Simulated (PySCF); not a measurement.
## [TmO(OH)]− at several levels of theory

Computed with PySCF 2.14.0 (density fitting, no spin-orbit coupling) at the geometry relaxed with PBE0:

```xyz
4
[TmO(OH)]− (singlet in the valence; each metal's 4f electrons, 13 of them, lie in its core potential, out of spins and levels)
Tm   -0.0151   -0.0431   -0.2418
O     1.7561    0.0237    0.7818
O    -2.1196    0.0249    0.4596
H    -2.8092    0.0832    1.1255
```

| level | basis | state | HOMO (eV) | gap (eV) | charge on Tm1 (e) | population of f-type functions on Tm1 (polarisation alone where 4f lies in the core) | dipole about the centre of mass (D) | largest force component (eV/Å) |
| --- | --- | --- | --- | --- | --- | --- | --- | --- |
| PBE0 | Tm lcecp-0-SVP with ECP59, O def2-SVP, H def2-SVP | singlet | – | – | 0.19 | 0.03 | 7.02 | 0.01 |
| TPSS | the same | singlet | – | – | 0.07 | 0.03 | 6.15 | 0.44 |
| PBE0 | Tm lcecp-0-TZVP with ECP59, O def2-TZVP, H def2-TZVP | singlet | – | – | 0.66 | 0.03 | 7.51 | 0.52 |

In the lcecp rows the 4f levels are missing from HOMO and gap, and the state counts the valence alone.

Charges are Mulliken's, which hang on the basis. The relaxation used the grid (50, 194), these runs (75, 302) or, all-electron (x2c bases, spin-free X2C Hamiltonian), (99, 590).

(1) What does BLYP with Tm lcecp-0-SVP with ECP59, O def2-SVP, H def2-SVP give here?

An lcecp potential fixes the number of 4f electrons, so in runs with it no electron can move into or out of that shell.

Small gap, closed shell not tested for a spin-broken solution: TPSS, BLYP.

## Answers

(1) state singlet, charge on Tm1 (e) -0.03, population of f-type functions on Tm1 (polarisation alone where 4f lies in the core) 0.03, dipole about the centre of mass (D) 5.71, largest force component (eV/Å) 0.70. Time: 6.4 s on 2 threads of Intel(R) Xeon(R) Platinum 8259CL CPU @ 2.50GHz (Skylake/Cascade Lake), on a shared host, from an already converged density.
